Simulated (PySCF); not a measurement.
**Shapes and spin states of Mg₃S⁺**

Method: PBE in PySCF with S def2-SVP, Mg def2-SVP; no relativity; density-fitted integrals.

Relaxations began from a few typed shapes and spin states; open shells are unrestricted. The search is not exhaustive: other isomers or separated fragments can lie lower, and high-lying points may rest on an excited occupation.

Task: Which is the lowest minimum found?
A. doublet (⟨S²⟩ 1.37) Cs: S–Mg 2.425 Å, S–Mg 2.459 Å (×2); Mg–S–Mg 112.4°, Mg–S–Mg 123.8° (×2)
B. doublet (⟨S²⟩ 1.37) C2v: S–Mg 2.424 Å, S–Mg 2.459 Å (×2); Mg–S–Mg 112.2°, Mg–S–Mg 123.9° (×2)
C. quartet D3h: S–Mg 2.448 Å (×3); Mg–S–Mg 120.0° (×3)
D. quartet C3v: S–Mg 2.454 Å (×3); Mg–S–Mg 117.0° (×3)

Result: B. The others lie at 0.0 (doublet Cs), 21.8 (quartet C3v), 22.1 (quartet D3h, a saddle point) kJ/mol above it.

For the lowest minimum: the determinant is spin-contaminated (⟨S²⟩ = 1.37, pure value 0.75).
